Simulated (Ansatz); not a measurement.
Stepwise reaction of `CB(C)C=O` with hydrogen fluoride, as a gas-phase model of exchange steps in deposition or etching. ΔE in kJ/mol.

Gas-phase electronic energies from Ansatz, PBE0-D4/def2-TZVP geometries. CBS: MP2 limit from def2 TZ/QZ plus the TZ coupled-cluster correction, frozen cores. This one scheme is used for every species. Functionals use def2-TZVPP. B3LYP here is the variant with VWN-RPA as its local correlation; programs differ in this. One conformer a species, not always the lowest.

```
step                             reaction  PBE-D4  B3LYP-D4  ωB97M-V  CCSD(T)/CBS
   1  `CB(C)C=O` + H–F → `CB(F)C=O` + CH₄  -128.6    -139.1   -138.9       -131.4
```

(1) Give the row of step 2, `CB(F)C=O` + H–F → `O=CB(F)F` + CH₄. (Best estimate.)

(2) By hand: ΔE of the 2 steps together at CCSD(T)/CBS.

Results:

(1) Computed: 
| step | reaction | PBE-D4 | B3LYP-D4 | ωB97M-V | CCSD(T)/CBS |
| --- | --- | --- | --- | --- | --- |
| 2 | `CB(F)C=O` + H–F → `O=CB(F)F` + CH₄ | -144.1 | -153.1 | -150.1 | -144.3 |

(2) (-131.4) + (-144.3) = -275.7 kJ/mol, or -137.9 kJ/mol a step.

In ΔE each step is lower than the one before. All are downhill at CCSD(T)/CBS. PBE-D4 differs from CCSD(T)/CBS by 0.2 to 2.8 kJ/mol a step. Isolated molecules leave out the surface, adducts and barriers. Largest T1 diagnostic: 0.015.
